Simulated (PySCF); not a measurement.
## Fractional electron number in Co⁺ (cobalt, charge +1)

The 3d beta orbital of [Ar] 3d8 is emptied in steps (occupation f), with all orbitals relaxed, ending at [Ar] 3d7. Computed with PySCF 2.14 in aug-cc-pVTZ (8s7p5d3f2g, 93 functions), with the non-relativistic Hamiltonian (point nucleus). The exact energy is a straight line in f; departures are measured from the line between the end points of the same method.

| f | PBE0 (eV) | r2SCAN (eV) | LC-wPBE (eV) |
| --- | --- | --- | --- |
| 1 | 0.000 | 0.000 | 0.000 |
| 0.8 | -0.673 | -0.991 | -0.264 |
| 0.6 | -1.026 | -1.501 | -0.413 |
| 0.4 | -1.041 | -1.513 | -0.429 |
| 0.2 | -0.703 | -1.015 | -0.295 |
| 0 | 0.000 | 0.000 | 0.000 |

```json
{"method": "PBE0", "E(f=0) − E(f=1) (eV)": "17.659", "−ε at f=1 (eV)": "13.524", "−ε at f=0.4 (eV)": "18.457"}
{"method": "r2SCAN", "E(f=0) − E(f=1) (eV)": "17.814", "−ε at f=1 (eV)": "11.696", "−ε at f=0.4 (eV)": "19.020"}
{"method": "LC-wPBE", "E(f=0) − E(f=1) (eV)": "17.989", "−ε at f=1 (eV)": "16.410", "−ε at f=0.4 (eV)": "18.270"}
```

Orbital energy along the path (eV):

| f | PBE0 | r2SCAN | LC-wPBE |
| --- | --- | --- | --- |
| 1 | -13.524 | -11.696 | -16.410 |
| 0.8 | -15.077 | -14.045 | -16.940 |
| 0.6 | -16.727 | -16.496 | -17.564 |
| 0.4 | -18.457 | -19.020 | -18.270 |
| 0.2 | -20.253 | -21.593 | -19.050 |
| 0 | -22.099 | -24.180 | -19.892 |

Reference removal energy between the ground levels: 17.084 eV (measured; NIST Atomic Spectra Database, ionization energies). The calculation has no spin-orbit coupling. The determinant left behind need not be the lowest term of the ion.
